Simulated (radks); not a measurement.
Task: The iron ion Fe+, 25 electrons, occupied as [Ar] 3d6 4s1. Method: Dirac Kohn-Sham, PBE, spin-unpolarised, spherical densities, point nucleus; open shells fill j = l - 1/2 first; computed with a radial shooting solver on a logarithmic mesh with Libxc functionals.

Spin-orbit splittings of the eigenvalues, e(l+1/2) - e(l-1/2), with zeta = 2 splitting/(2l+1) and mean radii in bohr:

| shell | occ. | splitting (eV) | zeta (eV) | <r> j=l-1/2 | <r> j=l+1/2 |
|---|---|---|---|---|---|
| 2p | 6 | ? | ? | 0.2334 | 0.2365 |
| 3p | 6 | 1.539 | 1.026 | 0.8519 | 0.8613 |
| 3d | 6 | 0.1541 | 0.06166 | 1.109 | 1.115 |

Estimate the 2p splitting.

Result: 12.48 eV (zeta = 8.322 eV).
